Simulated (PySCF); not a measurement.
Potential energy of BiO along the bond

Set-up: Bi def2-SVPD with ECP60, O def2-SVPD; scalar-relativistic core potentials (PySCF 2.14). Energies in eV from Bi + O in their ground configurations at the same level. State: ²Π (doublet), unpaired electrons π ↑.

All columns are PBE0. A positive dipole means Bi(−)O(+).

| R (Å) | E (eV) | μ (D) | Mulliken charge on Bi (basis-dependent) | HOMO (eV) | LUMO (eV) | Mayer bond order | ⟨S²⟩ |
| --- | --- | --- | --- | --- | --- | --- | --- |
| 1.676 | -1.384 | -3.04 | 1.16 | -4.97 | -3.07 | 1.12 | 0.75 |
| 1.754 | -2.355 | -3.49 | 1.09 | -5.15 | -3.25 | 1.28 | 0.75 |
| 1.832 | -2.875 | -3.89 | 1.03 | -5.34 | -3.44 | 1.41 | 0.75 |
| 1.891 | -3.048 | -4.17 | 0.99 | -5.47 | -3.57 | 1.49 | 0.76 |
| 1.949 | -3.084 | -4.42 | 0.94 | -5.60 | -3.68 | 1.56 | 0.77 |
| 2.007 | -3.023 | -4.50 | 0.88 | -5.73 | -3.68 | 1.54 | 0.88 |
| 2.085 | -2.876 | -4.34 | 0.78 | -5.88 | -3.50 | 1.37 | 1.15 |
| 2.183 | -2.643 | -4.21 | 0.68 | -6.04 | -3.29 | 1.17 | 1.38 |
| 2.300 | -2.327 | -4.19 | 0.61 | -6.20 | -3.22 | 0.98 | 1.56 |
| 2.456 | -1.888 | -4.28 | 0.54 | -6.38 | -3.22 | 0.83 | 1.72 |

⟨S²⟩ of the unrestricted solution departs from its pure value on part of the curve, where spin states mix. These are scalar-relativistic numbers at best; spin–orbit coupling would shift them, the dissociation energy most. The state was picked by a PBE0 search and need not be the measured ground state.
